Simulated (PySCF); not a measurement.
This PySCF input asks for the NMR shieldings of `FB(F)C[C@@]12[C@@H]3[C@H]4[C@@H]3[C@@H]1[C@H]42`, C₇H₇BF₂; the geometry comes from GFN2-xTB.

```python
import basis_set_exchange as bse
import numpy as np
from pyscf import gto, dft
from pyscf.prop import nmr

atoms = """
F     3.817246   -0.526124   -0.062775
B     2.599113   -0.107638    0.225184
F     2.570521    0.877287    1.095226
C     1.317750   -0.763163   -0.431742
C     0.008041   -0.218982    0.053439
C    -0.587584   -0.121111    1.476355
C    -1.974025   -0.246095    0.904019
C    -1.348419    1.112566    1.072648
C    -0.755757    1.018186   -0.345030
C    -1.384233   -0.343728   -0.514866
H     1.366722   -0.638255   -1.518415
H     1.347510   -1.845740   -0.260967
H    -0.195012   -0.414423    2.431854
H    -2.866543   -0.662712    1.333152
H    -1.659261    1.957528    1.658229
H    -0.526926    1.772597   -1.075081
H    -1.736140   -0.838164   -1.401677
"""
names = dict.fromkeys(["F", "B", "C", "H"], "pcSseg-1")
basis = {el: gto.basis.parse(bse.get_basis(n, elements=[el], fmt="nwchem")) for el, n in names.items()}
mol = gto.M(atom=atoms, basis=basis, charge=0, verbose=0)
mf = dft.RKS(mol, xc="PBE0")
mf.grids.level = 2
mf.grids.alignment = dft.numint.BLKSIZE   # the property module wants whole blocks of grid points
mf.conv_tol = 1e-9
mf.kernel()

calc = nmr.RKS(mf)   # GIAO
C = mf.mo_coeff
Co = C[:, mf.mo_occ > 0]
resp = mf.gen_response(singlet=True, hermi=2)
def vind(x):   # induced exchange potential for any number of trial vectors
    d = np.einsum("pi,xij,qj->xpq", C, 2 * x.reshape(-1, C.shape[1], Co.shape[1]), Co, optimize=True)
    return np.einsum("xpq,pi,qj->xij", resp(d - d.transpose(0, 2, 1)), C, Co, optimize=True).ravel()
mo1, _ = nmr.rhf.solve_mo1(calc, with_cphf=vind)
sigma = calc.kernel(mo1)
for i, s in enumerate(sigma):   # ppm
    w = np.linalg.eigvalsh((s + s.T) / 2)
    print("%2d %-2s iso %8.1f  s11 %8.1f  s22 %8.1f  s33 %8.1f" % (i, mol.atom_pure_symbol(i), w.mean(), *w))
```

**Question.** What are the results?

**Answer.** 
```
 0 F  iso    236.1  s11     56.3  s22    293.2  s33    358.9
 1 B  iso     71.8  s11     46.3  s22     79.5  s33     89.5
 2 F  iso    236.1  s11     53.0  s22    285.8  s33    369.5
 3 C  iso    170.4  s11    156.6  s22    164.6  s33    189.8
 4 C  iso    149.5  s11    118.4  s22    123.8  s33    206.3
 5 C  iso    156.7  s11    123.1  s22    128.1  s33    218.9
 6 C  iso    160.2  s11    127.4  s22    136.2  s33    217.0
 7 C  iso    160.0  s11    125.5  s22    137.2  s33    217.4
 8 C  iso    153.0  s11    121.6  s22    132.0  s33    205.3
 9 C  iso    153.1  s11    121.1  s22    131.2  s33    206.9
10 H  iso     31.3  s11     26.3  s22     29.5  s33     38.1
11 H  iso     29.7  s11     23.9  s22     29.5  s33     35.7
12 H  iso     29.5  s11     24.9  s22     26.1  s33     37.4
13 H  iso     29.6  s11     24.9  s22     25.7  s33     38.0
14 H  iso     29.5  s11     24.6  s22     25.9  s33     37.9
15 H  iso     29.7  s11     25.7  s22     27.0  s33     36.3
16 H  iso     29.7  s11     25.7  s22     26.7  s33     36.7
```

These numbers come from an equivalent density-fitted implementation of the same equations, which agrees with the script to about 0.01 ppm for H and up to a few tenths of a ppm for heavy atoms, so last digits may differ.

Size and cost of the density-fitted run: 205 basis functions, 40 s wall time on 1 thread of an Arm Neoverse V1, shared host; peak memory 0.91 GiB.
